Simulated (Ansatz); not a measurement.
A nudged elastic band was laid between two geometries of H5NOSi2 (9 atoms, charge 0, multiplicity 1).

Level of theory: Ansatz, RKS PBE-D4/6-31G.

```json
{
 "movable images": "5",
 "climbing image": "yes",
 "spring": "5.0 eV/Å²",
 "optimiser": "quadratic models (default)",
 "start path": "through a guess of the saddle point",
 "force threshold": "0.05 eV/Å",
 "iteration limit": "60",
 "end points": "relaxed"
}
```

First end point:

```xyz
9
Properties=species:S:1:pos:R:3
N -0.776 2.083 -0.990
Si -1.512 0.665 -0.224
O 0.003 -0.166 0.071
Si 0.699 -1.596 0.745
H 0.236 2.168 -1.114
H -1.320 2.871 -1.340
H -0.365 -2.551 1.266
H 1.509 -2.304 -0.321
H 1.614 -1.215 1.890
```

Last end point:

```xyz
9
Properties=species:S:1:pos:R:3
N -0.106 2.154 -1.593
Si -0.859 1.288 -0.405
O -0.522 -0.135 0.464
Si 0.518 -1.483 0.793
H 0.791 1.942 -2.047
H -2.165 1.806 0.095
H -0.352 -2.703 0.982
H 1.478 -1.712 -0.360
H 1.305 -1.203 2.054
```

What changes between the two ends?

Bonds broken: N1–H6. Bonds formed: Si2–H6.

Give the energies along the band, and the barrier.

The forces met the threshold. The highest image is number 3 of 0 to 6, 310.7 kJ/mol above the first end and 152.6 kJ/mol above the last; the last end lies 158.1 kJ/mol above the first. Neighbouring images differ by up to 2.7 eV, so the band resolves the path poorly. A vibrational analysis at the climbing image gives one clearly imaginary mode, 1196i cm⁻¹, and a faint second one (24i cm⁻¹) that may be numerical noise or a soft torsion: probably a first-order saddle point. The orbitals stay closed-shell, which can raise the energy where a bond breaks towards radicals; this wasn't checked here. Limits of this set-up: no polarisation functions.

```tsv
image	path coordinate (Å)	energy (kJ/mol)	N1–H6 (Å)	Si2–H6 (Å)
0	0.00	0.0	1.02	2.48
1	0.91	2.3	1.02	2.45
2	1.82	54.7	1.04	2.14
3	2.73	310.7	1.68	1.62
4	3.54	199.0	2.32	1.49
5	4.35	159.3	2.67	1.49
6	5.16	158.1	2.68	1.49
```

What is the geometry of the highest image?


```xyz
9
Properties=species:S:1:pos:R:3
N -0.447 2.452 -1.162
Si -0.798 1.233 -0.022
O 0.150 -0.183 0.152
Si 0.635 -1.714 0.804
H 0.221 2.719 -1.904
H -2.011 1.924 -0.853
H -0.574 -2.612 0.979
H 1.608 -2.358 -0.158
H 1.304 -1.507 2.147
```

The run took 4.7 min on 1 thread of Arm Neoverse N1, on a shared host, peak memory 0.1 GiB.
